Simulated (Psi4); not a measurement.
Psi4 input (wB97X-D/6-311+G**):

```
memory 1500 MB

molecule {
0 2
C    -1.64281214    0.27827194    0.02193341
C    -1.25803757   -1.14795589   -0.20674132
C     0.26495727   -1.07834323   -0.42092713
C     0.70659956    0.14050599    0.39810870
C    -0.44134390    1.14476656    0.19080129
N     1.99447967    0.66878352   -0.04479312
H    -2.66210076    0.63590376    0.05160505
H    -1.50072546   -1.77233893    0.66638670
H    -1.78113393   -1.60636623   -1.05209945
H     0.49143630   -0.88127229   -1.47177482
H     0.78356478   -1.99372552   -0.13041011
H     0.71096698   -0.14820615    1.46099237
H    -0.53172524    1.86313293    1.01261986
H    -0.22849314    1.73408207   -0.71476832
H     2.25337628    1.48283679    0.50165166
H     2.72729696   -0.01900308    0.09029911
symmetry c1
no_reorient
no_com
}

set {
  basis 6-311+G**
  reference uks
  scf_type df
  df_basis_scf def2-universal-jkfit
  dft_radial_points 99
  dft_spherical_points 590
  e_convergence 1e-8
  d_convergence 1e-7
  maxiter 150
}

e = energy('wb97x-d')
print_out(f'\nFINAL {e:.10f} DIPOLE {variable("CURRENT DIPOLE")[0]:.6f} {variable("CURRENT DIPOLE")[1]:.6f} {variable("CURRENT DIPOLE")[2]:.6f}\n')
```

Output:

```
   => Loading Basis Set <=

    Name: 6-311+G**
    Role: ORBITAL
    Keyword: BASIS
    atoms 1-5  entry C          line   129 file 6-311pgss.gbs
    atoms 6    entry N          line   150 file 6-311pgss.gbs
    atoms 7-16 entry H          line    42 file 6-311pgss.gbs

   => WB97X-D: Empirical Dispersion <=

    Chai and Head-Gordon Dispersion Correction
    Chai, J.-D.; Head-Gordon, M. (2010), J. Chem. Phys., 132: 6615-6620

        s6 =       1.000000

         ---------------------------------------------------------
                                   SCF
               by Justin Turney, Rob Parrish, Andy Simmonett
                          and Daniel G. A. Smith
                              UKS Reference
         ---------------------------------------------------------

  ==> Geometry <==

    Molecular point group: c1
    Full point group: C1

    Geometry (in Angstrom), charge = 0, multiplicity = 2:

       Center              X                  Y                   Z               Mass
    ------------   -----------------  -----------------  -----------------  -----------------
         C           -1.642812140000     0.278271940000     0.021933410000    12.000000000000
         C           -1.258037570000    -1.147955890000    -0.206741320000    12.000000000000
         C            0.264957270000    -1.078343230000    -0.420927130000    12.000000000000
         C            0.706599560000     0.140505990000     0.398108700000    12.000000000000
         C           -0.441343900000     1.144766560000     0.190801290000    12.000000000000
         N            1.994479670000     0.668783520000    -0.044793120000    14.003074004430
         H           -2.662100760000     0.635903760000     0.051605050000     1.007825032230
         H           -1.500725460000    -1.772338930000     0.666386700000     1.007825032230
         H           -1.781133930000    -1.606366230000    -1.052099450000     1.007825032230
         H            0.491436300000    -0.881272290000    -1.471774820000     1.007825032230
         H            0.783564780000    -1.993725520000    -0.130410110000     1.007825032230
         H            0.710966980000    -0.148206150000     1.460992370000     1.007825032230
         H           -0.531725240000     1.863132930000     1.012619860000     1.007825032230
         H           -0.228493140000     1.734082070000    -0.714768320000     1.007825032230
         H            2.253376280000     1.482836790000     0.501651660000     1.007825032230
         H            2.727296960000    -0.019003080000     0.090299110000     1.007825032230

  Running in c1 symmetry.

  Rotational constants: A =      0.22077  B =      0.10432  C =      0.07691 [cm^-1]
  Rotational constants: A =   6618.38170  B =   3127.40483  C =   2305.59452 [MHz]
  Nuclear repulsion =  245.021411930511960

  Charge       = 0
  Multiplicity = 2
  Electrons    = 47
  Nalpha       = 24
  Nbeta        = 23
[...]
      51A      0.295336    52A      0.302458    53A      0.309009
      54A      0.321695    55A      0.326293    56A      0.336233
      57A      0.351829    58A      0.352837    59A      0.359905
      60A      0.369111    61A      0.399304    62A      0.405610
      63A      0.413173    64A      0.427931    65A      0.499455
      66A      0.518029    67A      0.539845    68A      0.562760
      69A      0.567158    70A      0.582979    71A      0.618907
      72A      0.634297    73A      0.646651    74A      0.686341
      75A      0.697628    76A      0.700366    77A      0.708172
      78A      0.739613    79A      0.753535    80A      0.762429
      81A      0.773110    82A      0.779039    83A      0.792814
      84A      0.800882    85A      0.806927    86A      0.814000
      87A      0.828580    88A      0.838993    89A      0.864984
      90A      0.908437    91A      0.918147    92A      0.935340
      93A      0.972703    94A      0.998404    95A      1.063372
      96A      1.117762    97A      1.117923    98A      1.177468
      99A      1.227451   100A      1.291360   101A      1.320486
     102A      1.356709   103A      1.379445   104A      1.422209
     105A      1.499980   106A      1.518922   107A      1.554246
     108A      1.573751   109A      1.611653   110A      1.625520
     111A      1.644020   112A      1.651601   113A      1.667675
     114A      1.687155   115A      1.693126   116A      1.699293
     117A      1.733138   118A      1.750233   119A      1.781008
     120A      1.792624   121A      1.808830   122A      1.841271
     123A      1.873356   124A      1.883529   125A      1.897930
     126A      1.914683   127A      1.938898   128A      1.963715
     129A      1.971471   130A      2.016675   131A      2.059448
     132A      2.093259   133A      2.120888   134A      2.182977
     135A      2.207323   136A      2.213563   137A      2.250945
     138A      2.261944   139A      2.298947   140A      2.314706
     141A      2.352028   142A      2.409751   143A      2.489746
     144A      2.513282   145A      2.536858   146A      2.565734
     147A      2.584423   148A      2.616080   149A      2.634934
     150A      2.659978   151A      2.665660   152A      2.705076
     153A      2.762665   154A      2.767456   155A      2.785740
     156A      2.810753   157A      2.818383   158A      2.832156
     159A      2.859754   160A      2.884493   161A      2.913206
     162A      2.918599   163A      2.941900   164A      2.978394
     165A      2.996255   166A      3.026567   167A      3.091243
     168A      3.117181   169A      3.152358   170A      3.186188
     171A      3.263387   172A      3.337164   173A      3.427206
     174A      3.517971   175A      3.674244   176A      3.803066
     177A      3.900813   178A      3.997999   179A      4.116524
     180A      4.181305   181A      4.242850   182A      4.349402
     183A      4.364560   184A      4.506675   185A      4.848755
     186A      4.991098   187A     23.946818   188A     24.004685
     189A     24.024406   190A     24.036219   191A     24.090638
     192A     35.743825

    Final Occupation by Irrep:
              A
    DOCC [    23 ]
    SOCC [     1 ]
    NA   [    24 ]
    NB   [    23 ]

  @DF-UKS Final Energy:  -251.23510399772846

   => Energetics <=

    Nuclear Repulsion Energy =            245.0214119305119596
    One-Electron Energy =                -823.2710041838264488
    Two-Electron Energy =                 352.8213952112415086
    DFT Exchange-Correlation Energy =     -25.7983224085874987
    Empirical Dispersion Energy =          -0.0085845470679579
    VV10 Nonlocal Energy =                  0.0000000000000000
    Total Energy =                       -251.2351039977284586

  UHF NO Occupations:
  HONO-2 :   22  A 1.9994995
  HONO-1 :   23  A 1.9987857
  HONO-0 :   24  A 1.0000000
  LUNO+0 :   25  A 0.0012143
  LUNO+1 :   26  A 0.0005005
  LUNO+2 :   27  A 0.0003009
  LUNO+3 :   28  A 0.0002803

Computation Completed

Properties will be evaluated at   0.000000,   0.000000,   0.000000 [a0]

Properties computed using the SCF density matrix

 Multipole Moments:

 ------------------------------------------------------------------------------------
     Multipole            Electronic (a.u.)      Nuclear  (a.u.)        Total (a.u.)
 ------------------------------------------------------------------------------------

 L = 1.  Multiply by 2.5417464519 to convert [e a0] to [Debye]
 Dipole X            :          0.1252468           -0.0000004            0.1252464
 Dipole Y            :         -0.1481469            0.0000004           -0.1481465
 Dipole Z            :          0.4925477           -0.0000002            0.4925475
 Magnitude           :                                                    0.5293742

 ------------------------------------------------------------------------------------

FINAL -251.2351039977 DIPOLE 0.125246 -0.148147 0.492547

*** Psi4 exiting successfully. Buy a developer a beer!
```

The geometry given is a B3LYP-D3(BJ)/def2-TZVP minimum.
